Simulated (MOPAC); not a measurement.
MOPAC input (PM7):

```
PM7 FORCE THERMO(298,298) PRECISE LET UHF MS=0.5 GEO-OK AUX(PRECISION=9) THREADS=1
C3H3O

C     1.96137233 1   -0.04793866 1   -0.09770331 1
C     0.67868521 1   -0.24257929 1   -0.02220354 1
C    -0.65936312 1   -0.45629143 1    0.05710279 1
O    -1.56289774 1    0.53849523 1    0.05216427 1
H     2.96792390 1    0.09991643 1   -0.15669881 1
H    -1.15847323 1   -1.41128765 1    0.13162949 1
H    -1.13607014 1    1.43231039 1   -0.01552950 1
```

From the output:

```
     H    7   4.526765

          HEAT OF FORMATION =      26.483731 KCALS/MOLE

          ZERO POINT ENERGY      29.083 KCAL/MOL

           NORMAL COORDINATE ANALYSIS (Total motion = 1 Angstrom)

   Root No.       1         2         3         4         5         6         7         8

                 1 A'      1 A"      2 A"      2 A'      3 A"      4 A"      3 A'      4 A'

                 216.0     322.6     439.4     592.5     671.1     743.4     819.1    1095.9

           1    0.0433    0.0000   -0.0000   -0.0571    0.0000   -0.0000    0.0038    0.0696
           2   -0.1123   -0.0000    0.0000   -0.0310   -0.0000    0.0000   -0.1123    0.0008
           3    0.0000   -0.0734    0.0295    0.0000   -0.1018    0.0069    0.0000   -0.0000
           4    0.0430   -0.0000    0.0000   -0.0530   -0.0000   -0.0000    0.0035    0.0571
           5    0.1154    0.0000   -0.0000    0.1973    0.0000    0.0000    0.0305   -0.0007
           6   -0.0000    0.1464   -0.1008   -0.0000    0.0287    0.0327   -0.0000    0.0000
           7    0.0427    0.0000   -0.0000   -0.0388   -0.0000    0.0000    0.0000   -0.0589
           8    0.0617   -0.0000    0.0000   -0.1043    0.0000   -0.0000    0.0018   -0.0835
           9   -0.0000   -0.0052    0.0874    0.0000    0.0014   -0.1112   -0.0000    0.0000
          10   -0.0949    0.0000    0.0000    0.0991    0.0000   -0.0000   -0.0054   -0.0833
          11   -0.0350   -0.0000   -0.0000   -0.0246   -0.0000    0.0000    0.0069    0.0847
          12    0.0000   -0.0473   -0.0577    0.0000   -0.0009    0.0087   -0.0000   -0.0000
          13    0.0428    0.0000   -0.0000   -0.0596   -0.0000    0.0000    0.0082    0.0827
          14   -0.2450   -0.0000    0.0000   -0.1100    0.0000   -0.0000    0.8282   -0.0177
          15    0.0000   -0.1831    0.0505    0.0000    0.7609   -0.0625   -0.0000    0.0000
          16    0.1273    0.0000   -0.0000    0.0209   -0.0000   -0.0000   -0.0040    0.1008
          17   -0.0076   -0.0000    0.0000   -0.1256    0.0000    0.0000    0.0071   -0.1734
          18    0.0000   -0.2094    0.0973    0.0000    0.0662    0.5940   -0.0000    0.0000
          19   -0.2009   -0.0000   -0.0000    0.2400   -0.0000   -0.0000   -0.0067    0.3306
          20    0.0366    0.0000    0.0000   -0.1124    0.0000    0.0000    0.0074   -0.1597
          21   -0.0000    0.3352    0.5768    0.0000    0.0401    0.1840   -0.0000    0.0000

   Root No.       9        10        11        12        13        14        15

                 5 A'      6 A'      7 A'      8 A'      9 A'     10 A'     11 A'

                1182.7    1399.9    1476.2    2670.1    2738.5    2802.1    3174.6

           1   -0.0515    0.0018   -0.0752    0.0365   -0.0036    0.0008    0.2243
           2    0.0005    0.0004   -0.0005    0.0002   -0.0000   -0.0000   -0.0002
           3   -0.0000   -0.0000    0.0000   -0.0000   -0.0000    0.0000    0.0000
           4   -0.0391    0.0028   -0.0567   -0.1131   -0.0077   -0.0029   -0.1969
           5   -0.0286    0.0002    0.0038    0.0005   -0.0022   -0.0002    0.0002
           6    0.0000   -0.0000   -0.0000   -0.0000    0.0000   -0.0000   -0.0000
           7    0.0359   -0.0089    0.2277    0.0180   -0.0304   -0.0076    0.0073
           8    0.0579    0.0970   -0.0862    0.0086   -0.0377   -0.0191   -0.0006
           9   -0.0000   -0.0000    0.0000   -0.0000    0.0000    0.0000    0.0000
          10    0.0030   -0.0167   -0.0667    0.0016    0.0048   -0.0217    0.0023
          11   -0.0009   -0.0673    0.0559   -0.0010    0.0042   -0.0357   -0.0017
          12    0.0000    0.0000   -0.0000    0.0000   -0.0000    0.0000    0.0000
          13   -0.0623    0.0020   -0.0998    0.7217    0.0980    0.0231   -0.4967
          14    0.0245    0.0092   -0.0069   -0.0027   -0.0007   -0.0009    0.0024
          15   -0.0000   -0.0000    0.0000    0.0000    0.0000    0.0000   -0.0000
          16    0.5246   -0.1635   -0.1514   -0.0513    0.3998    0.0909    0.0465
          17   -0.3079    0.1962    0.1969   -0.0894    0.5468    0.1325    0.0414
          18    0.0000   -0.0000   -0.0000    0.0000   -0.0000   -0.0000   -0.0000
          19    0.1422    0.4778    0.1667    0.0027   -0.0772    0.3462   -0.0009
          20   -0.0580   -0.2993   -0.0892   -0.0026   -0.1380    0.6656   -0.0095
          21    0.0000    0.0000    0.0000    0.0000    0.0000   -0.0000    0.0000

           MASS-WEIGHTED COORDINATE ANALYSIS (NORMAL COORDINATES)

   Root No.       1         2         3         4         5         6         7         8

                 1 A'      1 A"      2 A"      2 A'      3 A"      4 A"      3 A'      4 A'

                 216.0     322.6     439.4     592.5     671.1     743.4     819.1    1095.9

           1    0.1785    0.0000   -0.0000   -0.2007    0.0000   -0.0000    0.0144    0.3035
           2   -0.4623   -0.0000    0.0000   -0.1092   -0.0000    0.0000   -0.4206    0.0033
           3    0.0000   -0.3433    0.1292    0.0000   -0.4146    0.0319    0.0000   -0.0000
           4    0.1769   -0.0000    0.0000   -0.1864   -0.0000   -0.0000    0.0131    0.2487
           5    0.4753    0.0000   -0.0000    0.6942    0.0000    0.0000    0.1143   -0.0029
           6   -0.0000    0.6844   -0.4419   -0.0000    0.1171    0.1518   -0.0000    0.0000
           7    0.1759    0.0000   -0.0000   -0.1366   -0.0000    0.0000    0.0001   -0.2569
           8    0.2539   -0.0000    0.0000   -0.3668    0.0000   -0.0000    0.0067   -0.3639
           9   -0.0000   -0.0241    0.3832    0.0000    0.0058   -0.5166   -0.0000    0.0000
          10   -0.4512    0.0000    0.0000    0.4023    0.0000   -0.0000   -0.0233   -0.4189
          11   -0.1665   -0.0000   -0.0000   -0.0999   -0.0000    0.0000    0.0300    0.4262
          12    0.0000   -0.2552   -0.2920    0.0000   -0.0041    0.0468   -0.0000   -0.0000
          13    0.0511    0.0000   -0.0000   -0.0608   -0.0000    0.0000    0.0089    0.1044
          14   -0.2922   -0.0000    0.0000   -0.1121    0.0000   -0.0000    0.8988   -0.0223
          15    0.0000   -0.2480    0.0641    0.0000    0.8978   -0.0841   -0.0000    0.0000
          16    0.1518    0.0000   -0.0000    0.0214   -0.0000   -0.0000   -0.0043    0.1273
          17   -0.0090   -0.0000    0.0000   -0.1280    0.0000    0.0000    0.0077   -0.2190
          18    0.0000   -0.2837    0.1235    0.0000    0.0781    0.7991   -0.0000    0.0000
          19   -0.2396   -0.0000   -0.0000    0.2446   -0.0000   -0.0000   -0.0073    0.4175
          20    0.0437    0.0000    0.0000   -0.1145    0.0000    0.0000    0.0080   -0.2017
          21   -0.0000    0.4539    0.7325    0.0000    0.0473    0.2475   -0.0000    0.0000

   Root No.       9        10        11        12        13        14        15

                 5 A'      6 A'      7 A'      8 A'      9 A'     10 A'     11 A'

                1182.7    1399.9    1476.2    2670.1    2738.5    2802.1    3174.6

           1   -0.2481    0.0084   -0.2544    0.1501   -0.0173    0.0034    0.6758
           2    0.0023    0.0019   -0.0017    0.0008   -0.0001   -0.0001   -0.0007
           3   -0.0000   -0.0000    0.0000   -0.0000   -0.0000    0.0000    0.0000
           4   -0.1884    0.0129   -0.1919   -0.4653   -0.0368   -0.0125   -0.5931
           5   -0.1378    0.0008    0.0130    0.0020   -0.0103   -0.0010    0.0006
           6    0.0000   -0.0000   -0.0000   -0.0000    0.0000   -0.0000   -0.0000
           7    0.1729   -0.0408    0.7709    0.0740   -0.1451   -0.0331    0.0220
           8    0.2792    0.4424   -0.2918    0.0354   -0.1799   -0.0835   -0.0018
           9   -0.0000   -0.0000    0.0000   -0.0000    0.0000    0.0000    0.0000
          10    0.0165   -0.0879   -0.2605    0.0078    0.0266   -0.1098    0.0081
          11   -0.0048   -0.3545    0.2183   -0.0048    0.0233   -0.1804   -0.0059
          12    0.0000    0.0000   -0.0000    0.0000   -0.0000    0.0000    0.0000
          13   -0.0870    0.0026   -0.0978    0.8597    0.1356    0.0293   -0.4335
          14    0.0342    0.0121   -0.0068   -0.0033   -0.0010   -0.0011    0.0021
          15   -0.0000   -0.0000    0.0000    0.0000    0.0000    0.0000   -0.0000
          16    0.7324   -0.2161   -0.1485   -0.0611    0.5528    0.1152    0.0406
          17   -0.4298    0.2592    0.1931   -0.1065    0.7561    0.1680    0.0361
          18    0.0000   -0.0000   -0.0000    0.0000   -0.0000   -0.0000   -0.0000
          19    0.1985    0.6313    0.1635    0.0032   -0.1068    0.4389   -0.0008
          20   -0.0810   -0.3954   -0.0875   -0.0031   -0.1908    0.8439   -0.0083
          21    0.0000    0.0000    0.0000    0.0000    0.0000   -0.0000    0.0000

          DESCRIPTION OF VIBRATIONS

 VIBRATION          1    1A'         ATOM PAIR     ENERGY CONTRIBUTION    RADIAL
 FREQUENCY           215.96         C 3 -- O 4         +26.3% (232.9%)      0.0%
 TRANSITION DIPOLE   0.1264         C 2 -- C 3         +25.1% (227.8%)      0.0%
 TRAVEL (Ang.)       0.3537         C 1 -- C 2         +17.3% (188.8%)      0.0%
 REDUCED MASS        2.4963         C 1 -- H 5         +16.3% (183.7%)     36.4%
 EFFECTIVE MASS     50.6077         C 3 -- H 6         +10.7% (148.5%)     73.3%
 FORCE CONSTANT      0.0686

 VIBRATION          2    1A"         ATOM PAIR     ENERGY CONTRIBUTION    RADIAL
 FREQUENCY           322.58         C 1 -- C 2         +39.4% ( 90.9%)      0.0%
 TRANSITION DIPOLE   0.4008         C 2 -- C 3         +23.8% ( 70.7%)      0.0%
 TRAVEL (Ang.)       0.2674         O 4 -- H 7         +20.8% ( 66.1%)      0.0%
 REDUCED MASS        2.9233         C 3 -- H 6         +12.2% ( 50.6%)      0.0%
 EFFECTIVE MASS      9.3459
 FORCE CONSTANT      0.1792

 VIBRATION          3    2A"         ATOM PAIR     ENERGY CONTRIBUTION    RADIAL
 FREQUENCY           439.37         O 4 -- H 7         +42.2% ( 74.8%)      0.0%
 TRANSITION DIPOLE   0.9620         C 2 -- C 3         +28.4% ( 61.4%)      0.0%
 TRAVEL (Ang.)       0.3690         C 3 -- O 4         +13.9% ( 42.9%)      0.0%
 REDUCED MASS        1.1272         C 1 -- C 2         +11.1% ( 38.3%)      0.0%
 EFFECTIVE MASS      6.3043
 FORCE CONSTANT      0.1282

 VIBRATION          4    2A'         ATOM PAIR     ENERGY CONTRIBUTION    RADIAL
 FREQUENCY           592.50         C 2 -- C 3         +36.4% (119.0%)      0.2%
```
